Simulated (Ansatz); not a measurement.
Gas-phase electronic energies from Ansatz, PBE0-D4/def2-TZVP geometries. CCSD(T)/CBS adds triple-zeta CCSD(T) − MP2 to the extrapolated MP2 energy (def2 sets, frozen cores). This one scheme is used for every species, atoms too. DFT in def2-TZVPP. Open shells (•) are unrestricted, without spin–orbit coupling. Spin–orbit coupling would lower the free atoms: a little for C, F, Si. One conformer a species, not always the lowest.

`CC(C)(C)C[Si](C)(F)F` → 6 C• + 2 F• + 14 H• + Si•  (atomization)

`CC(C)(C)C[Si](C)(F)F`:

```xyz
23

C    -0.286   -0.852    2.232
C    -0.132   -0.831    0.712
C    -1.369   -1.462    0.080
C     1.107   -1.638    0.329
C     0.017    0.635    0.264
Si    0.243    1.095   -1.519
C     0.378    2.917   -1.782
F     1.551    0.405   -2.124
F    -0.968    0.550   -2.408
H    -1.169   -0.287    2.545
H     0.587   -0.413    2.722
H    -0.397   -1.877    2.597
H    -1.292   -1.510   -1.008
H    -2.271   -0.893    0.325
H    -1.506   -2.481    0.452
H     2.012   -1.194    0.753
H     1.239   -1.692   -0.753
H     1.025   -2.659    0.710
H     0.870    1.086    0.791
H    -0.860    1.204    0.605
H    -0.522    3.431   -1.438
H     1.233    3.329   -1.241
H     0.510    3.138   -2.844
```

Task: What is ΔE at CCSD(T)/CBS? (An estimate is asked.)

Result: Computed: +2239.7 kcal/mol.

Task: What do these levels give: r2SCAN-D4, PBE0, HF/def2-SVP, MP2/def2-SVP, SCS-MP2/def2-QZVPP, CCSD/CBS(def2)? (Best estimate.)

Result: Computed: r2SCAN-D4 2242.1, PBE0 2231.4, HF/def2-SVP 1712.7, MP2/def2-SVP 2160.5, SCS-MP2/def2-QZVPP 2241.1, CCSD/CBS(def2) 2213.1 kcal/mol.

Largest T1 diagnostic among the species: 0.012.

The D4 term adds +22.2 kcal/mol with B3LYP and +12.0 kcal/mol with PBE0; it sums over pairs of atoms, weighted by their polarisabilities, and B3LYP, whose exchange is more repulsive, gets the larger term. From PBE to PBE0 (25 % exact exchange), in def2-TZVPP and without D4, ΔE moves by −23.2 kcal/mol: exact exchange takes away binding that semilocal exchange gives to molecules.

B3LYP here is the variant with VWN-RPA as its local correlation; programs differ in this.

For atomizations the MP2-based limit and the directly extrapolated one differ by several kJ/mol either way, and by 10 to 25 for some Ge, Se and Sn compounds, so smaller differences from it don't rank the levels.
